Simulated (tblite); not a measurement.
C5H9NOSi.
Atom-mapped SMILES: `[CH3:1][c:2]1[cH:3][cH:4][o:5][c:6]1[NH:7][SiH3:8]` (hydrogens: H9, H10, H11 on C1; H12 on C3; H13 on C4; H14 on N7; H15, H16, H17 on Si8)

Computed geometry: GFN2-xTB, gas phase.

(1) What internal coordinates does the optimisation give?

Answers

(1) 
| bond | length (pm) |
| --- | --- |
| C1–C2 | 149.2 |
| C2–C3 | 142.4 |
| C3–C4 | 135.5 |
| C4–O5 | 135.9 |
| O5–C6 | 134.7 |
| C6–N7 | 136.9 |
| N7–Si8 | 173.1 |
| C2–C6 | 137.0 |
| C1–H9, C1–H10, C1–H11 | 108.9 |
| C3–H12 | 107.1 |
| C4–H13 | 107.1 |
| N7–H14 | 100.5 |
| Si8–H15, Si8–H16, Si8–H17 | 146.3 |

Bonds in one row agree within 1 pm and their mean is given. A selection of angles:
| angle | degrees |
| --- | --- |
| C1–C2–C3 | 126.7 |
| C1–C2–C6 | 128.3 |
| C3–C2–C6 | 105.0 |
| C2–C3–C4 | 106.9 |
| C3–C4–O5 | 110.2 |
| C4–O5–C6 | 106.8 |
| O5–C6–N7 | 116.5 |
| C2–C6–O5 | 111.1 |
| C2–C6–N7 | 132.4 |
| C6–N7–Si8 | 122.0 |
| H14–N7–C6 | 113.9 |
| H14–N7–Si8 | 124.0 |

Torsions: O5–C6–N7–Si8 1° (synperiplanar). The mirror-image conformer, all signs reversed, is as good.

The 5-membered ring C2–C3–C4–O5–C6 has internal angles of 105.0° to 111.1° (sum 540°, against 540° for a flat polygon); it is planar, 0.00 Å rms from its mean plane, widest ring torsion 0°. Of the pairs four or more bonds apart, H11···H14 is among the closest relative to their van der Waals radii: 2.33 Å, 97 % of the sum of Bondi's values. The 8 heavy atoms lie in one plane (0.004 Å rms). The 4 C–C bonds span 1.355 Å (C3–C4, aromatic) to 1.492 Å (C1–C2, drawn single), a spread of 0.137 Å. Si8 (SiH3 silicon) is distorted tetrahedral (angles from 102.2° to 112.3°). N7 (silicon-bound nitrogen) is planar (angles 124.0°, 122.0° and 113.9°, sum 360.0°, 0.01 Å off the plane of its three neighbours).

GFN2-xTB frequencies show an imaginary mode (27i cm⁻¹), so the point is no minimum at that level.
